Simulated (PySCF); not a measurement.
Interval between two levels of Lu by level of theory

Lu [Xe] 4f14 5d1 6s2 [2D5/2, M_J = 5/2] → Lu [Xe] 4f14 5d3 [4F9/2, M_J = 9/2], as a difference of total energies. Computed with PySCF 2.14 in x2c-SVPall-2c with one added diffuse shell each of s, p, d type (8s11p10d2f1g, 114 functions), with the two-component X2C-1e Hamiltonian. Correlated levels: [Ar] 3d10 frozen; the 6 highest virtual spinors dropped. "Screened" scales the spin-orbit matrix elements by Boettger's factors to mimic the two-electron term; Breit and QED terms are absent.

| method | interval between two levels (cm⁻¹) |
| --- | --- |
| GHF (screened spin-orbit) | 41747 |
| GMP2 (screened spin-orbit) | 45240 |

The labels give the starting determinants; with spin-orbit coupling the two ends relaxed to ⟨J²⟩ = 9.00, ⟨L²⟩ = 6.31, ⟨S²⟩ = 0.92 and ⟨J²⟩ = 24.77, ⟨L²⟩ = 12.21, ⟨S²⟩ = 3.84.
